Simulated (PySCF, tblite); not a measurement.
Isomers of C6H5O3 (doublet state), one GFN2-xTB conformer each. Single-point energies are computed at B3LYP/pcH-1 (PySCF, gas phase, no added dispersion term), electronic only. GFN2-xTB treats the open shell by occupation alone, and not every SCF solution was tested for stability.

Question: Rank them by B3LYP/pcH-1 energy, lowest first (kJ/mol).
A. `[O:1]=[c:2]1[cH:3][cH:4][o:5][c:6]([CH:7][OH:8])[cH:9]1` (doublet state) with O5–C6–C7–O8 180°, C6–C7–O8–H 0°
B. `[CH2:1][c:2]1[cH:3][cH:4][c:5]([O:6][CH:7]=[O:8])[o:9]1` (doublet state) with H–C1–C2–C3 0° and 180°, C4–C5–O6–C7 0°, C5–O6–C7–O8 0°

Answer: B (0.0), A (7.8).

As drawn, the higher has an O–H bond, which the lower lacks. Neighbours under 21 kJ/mol apart ([CH2]c1ccc(OC=O)o1 and O=c1ccoc([CH]O)c1) can change places with a better method, another conformer or zero-point energy. GFN2-xTB itself gives, in the same order: 0.0, 38.3. Both levels put the same isomer lowest.

Question: What happens when harmonic zero-point energies from GFN2-xTB frequencies are added?

Answer: 
| SMILES | ZPE (kJ/mol) | electronic (kJ/mol) | with ZPE (kJ/mol) |
| --- | --- | --- | --- |
| [CH2]c1ccc(OC=O)o1 | 250.7 | 0.0 | 0.0 |
| O=c1ccoc([CH]O)c1 | 252.3 | 7.8 | 9.4 |

The zero-point energies span 1.6 kJ/mol. The order is unchanged.
